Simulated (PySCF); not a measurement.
C2H5ITe, SMILES [Te](CC)I. The structure is a stationary point at PBE-D3(BJ)/def2-SVP. The def2 effective core potentials stand for the cores of I, Te; spin–orbit coupling is left out. The values are those of a single conformer.

Problem. Give the equilibrium geometry at PBE-D3(BJ)/def2-SVP (PySCF confirms it by a frequency run) as bond lengths and angles. (An estimate is asked for; the answer gives what the named calculation found.)

Solution. One answer among several that fit: 
Atoms: Te1 I2 C3 C4 H5 H6 H7 H8 H9. Bonded distances (Å): Te1–I2 2.743, Te1–C3 2.195, C3–C4 1.518, C3–H5 1.112, C3–H6 1.107, C4–H7 1.109, C4–H8 1.108, C4–H9 1.111. Bond angles (°): I2–Te1–C3 95.9, Te1–C3–C4 114.7, Te1–C3–H5 101.9, Te1–C3–H6 105.8, C4–C3–H5 112.7, C4–C3–H6 113.0, H5–C3–H6 107.7, C3–C4–H7 111.2, C3–C4–H8 111.8, C3–C4–H9 110.1, H7–C4–H8 107.9, H7–C4–H9 107.5, H8–C4–H9 108.1.
